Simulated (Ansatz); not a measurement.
```xyz
2

Be    0.0000    0.0000   -0.2934
H     0.0000    0.0000    1.1738
```

Basis set: cc-pVDZ (spherical functions). All electrons are correlated. Charge 0, multiplicity 2.

Computed with Ansatz (development build ahead of 0.2.0); each method stands on the lowest determinant of its kind that the runs found.

Task: Give the atomization energy at this shape (free ground-state atoms in the same class of orbitals less the molecule, no zero-point energy) of doublet BeH by UHF-MP2, UHF.

Result:

```csv
method,atomization energy
UHF-MP2,2.18 eV
UHF,2.04 eV
```

Caution for UHF: a free atom is spin contaminated.
